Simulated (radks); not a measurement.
The numbers below are computed, except where a source is named.
Ionisation of neutral neon, [Ne], to Ne+, [He] 2s2 2p5, under several functionals. Non-relativistic Kohn-Sham, spin-polarised, spherical densities, point nucleus; open shells are filled with parallel spins first; a radial shooting solver on a logarithmic mesh with Libxc functionals.

functional                                      E(Ne) (hartree)  Exc (hartree)  IE (eV)  -e(HOMO) (eV)  <r> HOMO (bohr)  IE error (eV)
LDA (Slater exchange, VWN5 correlation)              -128.23348      -11.71043   22.187         13.552           0.9815         +0.623
MS2 meta-GGA                                         -128.96991      -12.50120   22.188         13.634           0.9772         +0.623
BP86                                                 -128.97499      -12.48898   22.084         13.437           0.9796         +0.520
B86b exchange with PBE correlation                   -128.95040      -12.46314   22.030         13.383           0.9809         +0.466
HCTH/407                                             -128.95686      -12.49241   22.344         13.743           0.9753         +0.779
LDA (Slater exchange, Perdew-Wang correlation)       -128.22992      -11.70655   22.182         13.547           0.9815         +0.617
Wu-Cohen GGA                                         -128.70949      -12.21470   21.973         13.328           0.9798         +0.409

NIST Atomic Spectra Database: 21.565 eV (measured). Closest: Wu-Cohen GGA. The Delta-SCF values span 0.37 eV, the total energies 0.75 hartree. The highest occupied level is 2p. Open shells are spherical and high-spin; term and fine-structure splittings are not resolved.
